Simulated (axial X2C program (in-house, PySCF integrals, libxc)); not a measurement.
The numbers below are computed, except where a source is named.
## RhI: input and output of an open-shell CI run

Program: an axial X2C code built on PySCF integrals.

Input and command:
```json
{"zs": [45, 53], "q": 0, "bas": ["dyall-v3z", "dyall-v3z"], "r0": 2.58, "metal": 0, "shells": [[2, [0, 1, 2], 8], [0, [0], 0]], "fix": 0, "emax": 3.2, "nroots": 4}
```
```bash
python soci.py task.json out
```

Keys: zs atomic numbers; q charge; bas basis sets; r0 starting distance in Å; metal index of the metal atom; shells open shells as [l, |m| values, electrons]; fix electron count of the first shell held; emax energy window in eV; nroots roots for each Ω.

Output at R = 2.697 Å:

```
average of configuration d8 s0
basis functions 221  fitting functions 1196
iter      average energy  largest gradient
   1     -11888.528341932   5.63e+00
   2     -11889.079631448   2.07e-01
   3     -11889.084958622   6.98e-02
   4     -11889.085131665   2.19e-02
   5     -11889.085154735   5.23e-03
   6     -11889.085157522   3.24e-03
   7     -11889.085158480   1.96e-03
   8     -11889.085158759   6.11e-04
   9     -11889.085158792   2.29e-04
  10     -11889.085158800   8.57e-05
  11     -11889.085158801   1.21e-05
converged
CI levels
2*Omega        energy/Eh    cm-1   g(par)  dipole/D  leading shell counts
    6    -11889.12909879        0   7.730   -7.064  {'8 0': 0.999}
    4    -11889.12867753       92   4.884   -7.055  {'8 0': 0.999}
    2    -11889.12780140      285   2.245   -7.048  {'8 0': 0.999}
    0    -11889.12731861      391   0.000   -7.046  {'8 0': 0.999}
    8    -11889.12673325      519   9.997   -7.096  {'8 0': 0.999}
    4    -11889.11853175     2319   4.858   -7.014  {'8 0': 0.999}
    2    -11889.11837007     2355   1.770   -7.026  {'8 0': 0.999}
    0    -11889.11815912     2401   0.000   -7.006  {'8 0': 0.999}
    6    -11889.11723588     2604   6.270   -7.085  {'8 0': 0.999}
    2    -11889.11298959     3536   2.010   -6.992  {'8 0': 0.999}
    0    -11889.11236649     3672   0.000   -6.991  {'8 0': 0.998}
    4    -11889.11092762     3988   2.300   -7.109  {'8 0': 0.999}
    0    -11889.08441168     9808   0.000   -6.992  {'8 0': 0.996}
    2    -11889.08073996    10614   2.141   -6.998  {'8 0': 0.995}
    4    -11889.07548449    11767   5.315   -6.999  {'8 0': 0.994}
    0    -11889.06647296    13745   0.000   -6.962  {'8 0': 0.994}
    0    -11889.06583367    13885   0.000   -6.954  {'8 0': 0.994}
    0    -11889.06139989    14858   0.000   -7.111  {'8 0': 0.993}
    0    -11889.04894840    17591   0.000   -6.969  {'8 0': 0.997}
    6    -11889.04484372    18492   6.005   -7.085  {'8 0': 0.995}
    8    -11889.04336051    18817   8.008   -7.218  {'8 0': 0.993}
```

Dipoles in the output refer to the first atom as origin.

Dynamic correlation is missing, so gaps between terms are too wide and other configurations may lie lower; the lowest level listed is that of this model, not necessarily the ground state. For d shells the ligand-field splittings (σ, π, δ) and their order can be off by a thousand cm⁻¹ or more. At most 4 roots were kept for each Ω > 0 (twice that for Ω = 0) within 3.2 eV of the lowest, so higher up levels can be missing between those listed; levels with Ω > 0 are doubly degenerate and listed once, Ω = 0 levels singly. States that fill the shells left empty in the average are placed too high.
